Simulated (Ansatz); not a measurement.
Consider the atomization: `C[Si](O)(Br)O[SiH3]` → Br• + C• + 7 H• + 2 O• + 2 Si•.

Isolated molecules relaxed with PBE0-D4/def2-TZVP in Ansatz; ΔE leaves out vibrations. CCSD(T)/CBS adds triple-zeta CCSD(T) − MP2 to the extrapolated MP2 energy (def2 sets, frozen cores). This one scheme is used for every species, atoms too. DFT in def2-TZVPP. Open shells (•) are unrestricted, without spin–orbit coupling. Spin–orbit coupling would lower the free atoms: a little for C, O, Si; clearly for Br. For Br outer-core shells are correlated without core-valence functions, so the limit isn't a true one: a few kJ/mol of doubt a bond, and 10 to 20 or more in all where bonds break to atoms. Scalar relativity is left out up to krypton. Each species was taken in one conformer, which may not be the lowest.

`C[Si](O)(Br)O[SiH3]`:

```xyz
13

C     1.364    1.305    0.990
Si    0.804   -0.057   -0.111
O     1.849   -1.297    0.047
Br    0.792    0.609   -2.250
O    -0.714   -0.516    0.232
Si   -2.233   -0.653   -0.377
H     0.699    2.166    0.902
H     2.376    1.616    0.730
H     1.358    0.964    2.028
H     1.779   -2.036   -0.558
H    -3.101   -1.158    0.714
H    -2.248   -1.612   -1.511
H    -2.725    0.669   -0.838
```

(1) What is ΔE at CCSD(T)/CBS? (Estimate.)

(2) What do these levels give: LDA (SPW92), B97M-V, r2SCANh-D4, r2SCAN0-D4, BHLYP-D4, B2PLYP, PBE-QIDH, CAM-B3LYP, MP2/def2-SVP, HF/def2-TZVPP, MP2/CBS(def2), CCSD/CBS(def2)? (An estimate is asked.)

Largest T1 diagnostic among the species: 0.012.

Answers

(1) The calculation gave: +4859.8 kJ/mol.

(2) The calculation gave: LDA (SPW92) 5441.7, B97M-V 4837.4, r2SCANh-D4 4814.6, r2SCAN0-D4 4775.0, BHLYP-D4 4707.2, B2PLYP 4767.7, PBE-QIDH 4785.8, CAM-B3LYP 4809.6, MP2/def2-SVP 4551.9, HF/def2-TZVPP 3598.8, MP2/CBS(def2) 4948.3, CCSD/CBS(def2) 4797.8 kJ/mol.

At CCSD(T), def2-SVP lies −380.8 kJ/mol from the extrapolated value and def2-TZVPP −143.4 kJ/mol: correlation converges slowly with the basis, and small sets miss more of it in the bonded molecule than in its fragments. The D4 term adds +58.3 kJ/mol with B3LYP and +31.1 kJ/mol with PBE0; it sums over pairs of atoms, weighted by their polarisabilities, and B3LYP, whose exchange is more repulsive, gets the larger term. From r2SCAN to r2SCAN0 (25 % exact exchange), in def2-TZVPP and without D4, ΔE moves by −68.9 kJ/mol: exact exchange takes away binding that semilocal exchange gives to molecules.

B3LYP here is the variant with VWN-RPA as its local correlation; programs differ in this.

For atomizations the MP2-based limit and the directly extrapolated one differ by several kJ/mol either way, and by 10 to 25 for some Ge, Se and Sn compounds, so smaller differences from it don't rank the levels.
